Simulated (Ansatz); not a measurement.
`C#CB(F)F`. Charge 0, multiplicity 1. Geometry: relaxed with PBE0-D4/def2-TZVP.

```xyz
6

C     1.504   -0.561   -0.145
C     0.381   -0.142   -0.037
B    -1.038    0.388    0.100
F    -1.279    1.680    0.156
F    -2.066   -0.431    0.167
H     2.498   -0.933   -0.241
```

Question: What is the dipole moment at r2SCAN/def2-TZVPP? (Estimate.)

Answer: Computed: 1.91 D, with components (1.78, -0.67, -0.17) D in this frame, pointing from negative to positive charge.

Question: And with PBE, B3LYP, ωB97M-V? (An estimate is asked.)

Answer: The calculation gave: PBE 1.81 D, B3LYP 1.94 D, ωB97M-V 1.89 D.

Question: Give the Mulliken charges with r2SCAN, ωB97M-V, PBE in def2-TZVPP. (Best estimate.)

Answer: Ansatz gave: 
```json
{"atom": "C1", "r2SCAN": "-0.06", "ωB97M-V": "0.01", "PBE": "-0.09"}
{"atom": "C2", "r2SCAN": "-0.26", "ωB97M-V": "-0.31", "PBE": "-0.22"}
{"atom": "B3", "r2SCAN": "0.56", "ωB97M-V": "0.50", "PBE": "0.46"}
{"atom": "F4", "r2SCAN": "-0.24", "ωB97M-V": "-0.23", "PBE": "-0.18"}
{"atom": "F5", "r2SCAN": "-0.24", "ωB97M-V": "-0.23", "PBE": "-0.18"}
{"atom": "H6", "r2SCAN": "0.24", "ωB97M-V": "0.24", "PBE": "0.22"}
```

B3LYP here is the variant with VWN-RPA as its local correlation; programs differ in this.
